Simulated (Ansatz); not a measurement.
```yaml
crystal:
  periodic: [false, false, false]
  atoms:
    - {symbol: F, position_ang: [-2.975499, 6.040688, 1.748954]}
    - {symbol: Al, position_ang: [-0.753563, 3.750578, 0.019383]}
    - {symbol: N, position_ang: [-0.992573, -0.019713, 0.973099]}
    - {symbol: Si, position_ang: [1.020342, -2.931705, -0.407074]}
    - {symbol: H, position_ang: [1.441955, 4.951200, -2.351921]}
    - {symbol: H, position_ang: [-2.490751, -0.560383, 2.530010]}
    - {symbol: H, position_ang: [2.746692, -4.456106, 1.922444]}
    - {symbol: H, position_ang: [3.079462, -1.698354, -2.627532]}
    - {symbol: H, position_ang: [-0.881364, -5.178069, -1.844983]}
basis:
  gaussian: {orbitals: def2-SVPD}
hamiltonian: {xc: {name: PBE0-DH}}
accuracy: high
scf: {lower_state_search: off}
output: {forces: true}
```

```sh
$ ansatz run in.yaml --threads 2 --pin off --events-out ev --progress --plain --max-ram 4352MiB
```

It prints (some lines left out):

```
Functional definition: PBE0-DH
2533 factors; integrals over basis functions are off by at most 5.2e-8 eV
mean field evaluation 1: about -18669.1762 eV, gradient 9.3e1 eV
mean field evaluation 2: about -18669.1946 eV, gradient 9.2e1 eV
mean field evaluation 4: about -18613.8589 eV, gradient 9.4e1 eV
mean field evaluation 8: about -18703.8377 eV, gradient 8.0e0 eV
mean field evaluation 16: about -18706.0807 eV, gradient 8.4e-1 eV
mean field -18706.26526561 eV, -687.4425689493 hartree, gradient 5.4e-8 eV, S^2 0.000000; 0 other end points of the search recorded, 0 dependent functions left out; unrestricted orbitals would lower it
12 core orbitals not correlated: weight in the atoms' cores, before any rotation towards them, 1.000 or more for the frozen orbitals, at most 0.000 for the correlated occupied ones
reference -18706.26526948 eV, -687.4425690915 hartree; 12, 12 occupied and 107, 107 virtual orbitals, 2533 factors
second order -34.72524979 eV of doubles, -0.00000000 eV of singles
mean field evaluation 32: about -18706.2234 eV, gradient 5.2e-1 eV
Total energy: -18710.60592571 eV, -687.6020852655 hartree
Atom 0 at    -2.975499     6.040688     1.748954 Å, force     0.549927    -0.603896    -0.421032 eV/Å
Atom 1 at    -0.753563     3.750578     0.019383 Å, force    -0.400334     0.589510     0.277565 eV/Å
Atom 2 at    -0.992573    -0.019713     0.973099 Å, force    -1.865061    -0.717925     1.948010 eV/Å
Atom 3 at     1.020342    -2.931705    -0.407074 Å, force     0.707717    -0.809762    -0.528435 eV/Å
Atom 4 at     1.441955     4.951200    -2.351921 Å, force    -0.181294    -0.012165     0.178619 eV/Å
Atom 5 at    -2.490751    -0.560383     2.530010 Å, force     1.999681     0.731201    -2.079993 eV/Å
Atom 6 at     2.746692    -4.456106     1.922444 Å, force    -0.602795     0.548536    -0.783326 eV/Å
Atom 7 at     3.079462    -1.698354    -2.627532 Å, force    -0.840264    -0.520678     0.909575 eV/Å
Atom 8 at    -0.881364    -5.178069    -1.844983 Å, force     0.632424     0.795180     0.499017 eV/Å
Dipole moment:     0.321874    -0.892306    -0.150636 e Å
Checks for a lower state left out: starts, cluster_reference, orbital_swaps, neighbouring_geometries, increment
```

What is wrong with this run?

The geometry is stretched to more than twice its size. The run converged. The result belongs to that input, not to the molecule as meant.
